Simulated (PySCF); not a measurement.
MAl cations for M along the fifth-period p block

MP2 with double-zeta basis sets in PySCF, for the lowest determinant that a PBE0 search found; no spin–orbit coupling. De refers to high-spin ground-configuration atoms (the charge goes to the atom of lower measured ionisation energy or higher electron affinity, which is not always the lowest computed limit).

```json
{"M": "In", "basis": "x2c-SVPall", "reference, frozen orbitals": "UHF, 23", "charged atom": "In+", "state (unpaired electrons)": "doublet (σ ↑)", "Re (Å)": "3.432", "ωe (cm⁻¹)": "110", "De (eV)": "1.06"}
{"M": "Sn", "basis": "x2c-SVPall", "reference, frozen orbitals": "UHF, 23", "charged atom": "Al+", "state (unpaired electrons)": "triplet (σ ↑, π ↑)", "Re (Å)": "3.088", "ωe (cm⁻¹)": "139", "De (eV)": "0.84"}
{"M": "Sb", "basis": "def2-SVPD", "reference, frozen orbitals": "UHF, 9", "charged atom": "Al+", "state (unpaired electrons)": "quartet (σ ↑, π ↑↑)", "Re (Å)": "2.973", "ωe (cm⁻¹)": "124", "De (eV)": "0.48"}
{"M": "I", "basis": "def2-SVP", "reference, frozen orbitals": "UHF, 9", "charged atom": "Al+", "state (unpaired electrons)": "doublet (σ ↑)", "Re (Å)": "2.389", "ωe (cm⁻¹)": "415", "De (eV)": "1.02"}
```

The shortest bond is that of AlI⁺ (2.389 Å), the longest that of AlIn⁺ (3.432 Å).

The rows differ in basis set, which adds steps of its own.

The state changes along the series, so neighbouring rows are not always alike in their bonding.

Correlated steps freeze the inner cores (9 to 23 orbitals); shallow outer-core shells are correlated. Weak bonds: AlSb⁺. Basis-set superposition, not corrected here, can be much of De in a small basis, most of all at correlated wavefunction levels. These are scalar-relativistic numbers at best; spin–orbit coupling would shift them, the dissociation energy most. For an ion De counts to the pair picked by the measured ionisation energies or electron affinities, which need not be the lowest pair at this level. States were picked by a PBE0 search and need not be the measured ground states.
